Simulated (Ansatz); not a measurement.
A search over several starts for the lowest SCF solution of (LiF)4 cube (Li₄F₄) at the given spin, in a small basis.

```yaml
crystal:
  periodic: [false, false, false]
  atoms:
    - {symbol: F, position_ang: [-0.078484, 0.790112, 1.459531]}
    - {symbol: F, position_ang: [-0.497077, -1.573279, 0.194926]}
    - {symbol: F, position_ang: [1.564783, 0.021383, -0.558141]}
    - {symbol: F, position_ang: [-0.989262, 0.761613, -1.096230]}
    - {symbol: Li, position_ang: [0.888823, -0.684239, 0.984610]}
    - {symbol: Li, position_ang: [-1.405845, -0.019322, 0.500962]}
    - {symbol: Li, position_ang: [0.070660, -0.709793, -1.311102]}
    - {symbol: Li, position_ang: [0.446401, 1.413536, -0.174567]}
basis:
  gaussian: {orbitals: def2-SVP, initial_orbitals: start.molden}
hamiltonian: {xc: pbe0, dispersion: d4}
output: {orbitals: {seedname: orbitals}}
```

The file start.molden holds the orbitals of an earlier run on this structure, at another level or in another basis.

```sh
$ ansatz run in.yaml --threads 2 --pin off --events-out ev --progress --plain --max-ram 4352MiB
```

Output, abridged:

```
Functional definition: PBE0
1020 factors; integrals over basis functions are off by at most 2.7e-4 eV
mean field evaluation 1: about -11678.5138 eV, gradient 6.4e0 eV
mean field evaluation 2: about -11678.6387 eV, gradient 2.0e-1 eV
mean field evaluation 4: about -11678.7587 eV, gradient 9.4e-4 eV
mean field evaluation 8: about -11669.3671 eV, gradient 7.7e1 eV
mean field evaluation 16: about -11678.7587 eV, gradient 4.5e-3 eV
mean field -11678.75873176 eV, -429.1864672451 hartree, gradient 1.7e-5 eV, S^2 0.000000; 1 other end points of the search recorded, 0 dependent functions left out
reference -11678.75880020 eV, -429.1864697605 hartree; 24, 24 occupied and 68, 68 virtual orbitals, 1020 factors
Total energy: -11678.83742477 eV, -429.1893591598 hartree
```

It took 1.6 s on 2 threads of Intel Xeon 6975P-C on a shared host.
